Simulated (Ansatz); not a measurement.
Geometry optimisation, UHF/def2-mTZVP (Ansatz).

Input file:

```yaml
crystal:
  periodic: [false, false, false]
  atoms:
    - { symbol: F, position_ang: [-1.04113, -1.08106, 1.34662] }
    - { symbol: Ge, position_ang: [-0.41202, -0.3312, -0.05313] }
    - { symbol: S, position_ang: [1.23486, 0.924, 0.54928] }
    - { symbol: H, position_ang: [-1.32112, -0.90535, -1.16113] }
    - { symbol: H, position_ang: [0.40774, 0.5215, -1.02359] }
total_charge: 1
magnetization:
  spin_polarized: true
basis:
  gaussian: { orbitals: def2-mTZVP }
hamiltonian:
  xc: hf
relax:
  f_tol: 0.02
  max_steps: 50
```

Command:

```bash
$ ansatz run input.yaml --threads 2 --pin off --max-ram 3072MiB --backend cpu --events-out ev --progress --plain --runs-dir out
```

Q: Where does it end, and by what steps?

A: The forces met the threshold. Limits of this set-up: the dipole of an ion depends on the origin. After 8 steps the energy has fallen by 3.709 eV; H5 moved furthest, 0.84 Å. Parted: Ge2–H5. Joined: S3–H5.

| step | energy less start (eV) | largest force component (eV/Å) | accepted |
| --- | --- | --- | --- |
| 0 | 0.0000 | 3.695 | yes |
| 1 | -1.8707 | 3.171 | yes |
| 2 | -2.6582 | 6.381 | yes |
| 3 | -3.4640 | 0.920 | yes |
| 4 | -3.6037 | 0.955 | yes |
| 5 | -3.6764 | 0.624 | yes |
| 6 | -3.7046 | 0.188 | yes |
| 7 | -3.7087 | 0.053 | yes |
| 8 | -3.7094 | 0.015 | yes |

```xyz
5
Properties=species:S:1:pos:R:3
F -1.122 -1.183 1.524
Ge -0.636 -0.539 0.078
S 0.993 0.788 0.247
H -1.424 -0.996 -1.124
H 1.057 1.058 -1.067
```

Run time: 16 s on 2 threads of Arm Neoverse V1 (shared host), peak memory 0.22 GiB.
